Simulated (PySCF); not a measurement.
## Electron correlation in Br²⁺ (bromine, charge +2)

[Ar] 3d10 4s2 4p3, high-spin 4S determinant. Computed with PySCF 2.14 in aug-cc-pVTZ-PP with one added diffuse shell each of s, d, f type with ECP10MDF (7s5p5d3f, 68 functions), with a scalar-relativistic core potential. Frozen: 3s2 3p6 3d10; 5 electrons correlated.

| level | correlation energy (mhartree) |
| --- | --- |
| CCSD | -94.68 |
| (T) | -2.38 |
| CCSD(T) | -97.06 |

Diagnostics: T1 = 0.0019, D1 = 0.0041, largest double amplitude 0.041.

Problem. Is a single reference adequate?

Solution. Yes, within this model without spin-orbit coupling: T1 lies below 0.03 and no double amplitude reaches 0.07.
